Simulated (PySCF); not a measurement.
Dipole response of Sn⁺ (tin, charge +1)

[Kr] 4d10 5s2 5p1, 2P determinant. All numbers are calculated (PySCF 2.14, a scalar-relativistic core potential, in aug-cc-pVQZ-PP with ECP28MDF). Coupled (time-dependent) response in atomic units; α is the mean over directions.

```csv
method,mean α (bohr³),"α xx, yy, zz",C₆ (like pair),S(−4)
wB97X-V,27.17,"25.53, 30.46, 25.53",207.2,247.2
```

S(−4) is the Cauchy moment in α(ω) = α(0) + S(−4) ω² + …

Spin-orbit coupling is absent.

α(iu) at wB97X-V:

```tsv
u (hartree)	α(iu) (bohr³)
0	27.17
0.0500	26.57
0.100	24.94
0.200	20.24
0.300	15.70
0.500	9.703
0.750	6.068
1.00	4.267
1.50	2.566
2.00	1.762
3.00	0.9909
5.00	0.4341
```

A single London oscillator, α(iu) = α/(1 + u²/ω²), gives C₆ = (3/4) ω α². Matching the computed C₆ needs ω = 4 × 207.2 / (3 × 27.17²) = 0.374 hartree.

For an ion, C₆ is the dispersion term alone; charge-induced terms of lower order in 1/R come first.

The components differ because the open shell of this determinant is not spherical; for a pure term their mean is the scalar polarisability.

Energies and moments cover only the electrons outside the core potential.
